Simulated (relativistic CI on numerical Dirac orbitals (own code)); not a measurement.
## Magnetism of Cu3+, 3d8, in a crystal field

Calculated by Dirac-Coulomb-Breit CI, separate exchange-only KLI orbitals for each configuration, model QED, valence Slater integrals scaled by 0.75, one configuration in a parametric crystal field (own radial code).

Field parameters in Wybourne normalisation: D3d B²₀ = −7Dσ, B⁴₀ = −14Dq − 21Dτ, B⁴₃ = −14√(10/7) Dq; D4h B²₀ = −7Ds, B⁴₀ = 21(Dq − Dt), B⁴₄ = 21√(5/14) Dq; Oh B⁴₀ = 21Dq, B⁴₄ = √(5/14) B⁴₀; Td as Oh with Dq negative (B⁴₀ = 21Dq, B⁴₄ = √(5/14) B⁴₀). The field is a parameter set, without covalency.

S is read from ⟨S²⟩ = S(S + 1).

Powder χT (cm³ K mol⁻¹) by Van Vleck's formula, with temperature-independent terms:

```csv
Field,2 K,5 K,10 K,20 K,50 K,100 K,200 K,300 K
"D3d, 10Dq = 16550, Dσ = -80, Dτ = 240 cm⁻¹",1.15,1.2,1.2,1.21,1.21,1.22,1.23,1.24
"D4h, 10Dq = 19200, Ds = 2050, Dt = -260 cm⁻¹",1.02,1.14,1.17,1.17,1.18,1.18,1.2,1.21
"Oh, 10Dq = 9250 cm⁻¹",1.38,1.38,1.38,1.38,1.39,1.4,1.42,1.45
"Oh, 10Dq = 10300 cm⁻¹",1.34,1.34,1.34,1.35,1.35,1.36,1.38,1.4
"Oh, 10Dq = 12200 cm⁻¹",1.29,1.29,1.29,1.29,1.3,1.31,1.32,1.34
"Oh, 10Dq = 21250 cm⁻¹",1.17,1.17,1.17,1.17,1.17,1.18,1.19,1.2
"Td, 10Dq = -4450 cm⁻¹",0.0205,0.0512,0.102,0.205,0.512,1.02,1.88,2.37
"Td, 10Dq = -14200 cm⁻¹",0.015,0.0374,0.0749,0.15,0.374,0.748,1.43,1.87
```

(1) For Oh, 10Dq = 9250 cm⁻¹: what effective moment follows at 300 K?

Answers

(1) μ_eff = √(8χT) = 3.40 μB. The ground level has S = 1.00; the spin-only moment for S = 1 is 2.83 μB. The difference comes from the orbital moment, spin-orbit mixing of terms and temperature-independent paramagnetism, all larger in this ionic model than in covalent complexes.
